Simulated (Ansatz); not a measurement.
System: H₂SiO, charge 1, doublet. H2SiO+ (parent SMILES O=[SiH2], doublet).
B3LYP-D3(BJ)/def2-TZVP minimum from Ansatz (a first-principles code):
```
Si
O 1 1.6062
H 1 1.4716 2 115.14
H 1 1.4716 3 129.73 2 -180.00
```
Charge +1, spin multiplicity 2.

Hartree-Fock and CCSD(T) correlation energies in hartree (Ansatz). UHF or UKS for unpaired electrons; spin-orbit terms are left out. Cores are frozen in correlated methods. No relativity. The spin of H2OSi+ (parent SMILES O=[SiH2], doublet) was assumed, and the state is the lowest solution found for it.

```csv
basis,X,E(HF),"E(corr, CCSD(T))"
cc-pV(T+d)Z,3,-364.66987,-0.31952
cc-pV(Q+d)Z,4,-364.67950,-0.34125
cc-pV(5+d)Z,5,-364.68176,withheld
```

Problem. Fit E(corr) = E∞ + A/X³ to X = 3 and 4, predict X = 5, and compare with the run.

Solution. A = (-0.31952 - (-0.34125))/(1/27 - 1/64) = 1.0148; E∞ = -0.34125 - A/64 = -0.35711; at X = 5, E∞ + A/125 = -0.34899. The run gave -0.34891, 0.08 mEh above the prediction. The same form on X = 4 and 5 gives E∞ = -0.35695, 0.16 mEh above the first estimate.
